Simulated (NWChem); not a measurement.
System: H₃BO₂; SMILES OBO

The following NWChem deck was run.

```
start job
memory heap 200 mb stack 900 mb global 1100 mb
geometry units angstroms noautosym nocenter noautoz
  B     -0.468658    -0.020441     0.000000
  H     -1.679229    -0.012276     0.000000
  O      0.155554    -1.219105     0.000000
  H      1.115500    -1.120236     0.000000
  O      0.272982     1.120481     0.000000
  H     -0.265128     1.916470     0.000000
end
basis spherical
  * library aug-cc-pvdz
end
dft
  xc pbe0
  iterations 150
end
property
  response 1 0.1139
end
task dft property
```

Coordinates come from a PBE0/def2-SVP optimisation.

Field at 400 nm.

Predict the main results of this run. (PBE0/aug-cc-pVDZ.) Quantities: isotropic polarisability (bohr³); anisotropy (bohr³).

The isotropic polarisability (bohr³) is 26.3 and the anisotropy (bohr³) is 8.7.
